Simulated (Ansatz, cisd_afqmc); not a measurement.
System: CuCl, charge 0, singlet. CuCl (SMILES [Cl][Cu]).
B3LYP-D3(BJ)/def2-TZVP minimum from Ansatz (an electronic-structure program):
```
Cu
Cl 1 2.0922
```
Charge 0, spin multiplicity 1.

Total energies in cc-pwCVTZ-DK, 26 correlated electrons, 10 frozen orbitals. Radicals and triplets start from unrestricted determinants; spin-orbit coupling is neglected. The -DK rows use spin-free X2C, correlate 3s3p of the metal (1s2s2p frozen) and give its partners the cc-pVXZ-DK valence sets. AFQMC is phaseless with a CISD trial state; ± is one standard error, without the phaseless bias. Outlying blocks are dropped, and bars are widened where a walk drifts. Over all cases where full CI ran beside it in this data, AFQMC minus full CI had a median of +0.1 mEh and passed +0.4 mEh in a tenth of the cases. The T1 diagnostic of ClCu ([Cl][Cu], singlet) reaches 0.027 in the sets run.

```tsv
method	program	energy (Eh)	minus AFQMC/CISD (mEh)
HF	Ansatz	-2114.14566	1136.2 ± 0.7
MP2	Ansatz	-2115.36008	-78.2 ± 0.7
CCSD	Ansatz	-2115.24374	38.1 ± 0.7
CCSD(T)	Ansatz	-2115.28102	0.9 ± 0.7
AFQMC/CISD	cisd_afqmc	-2115.2819 ± 0.0007	0.0
```
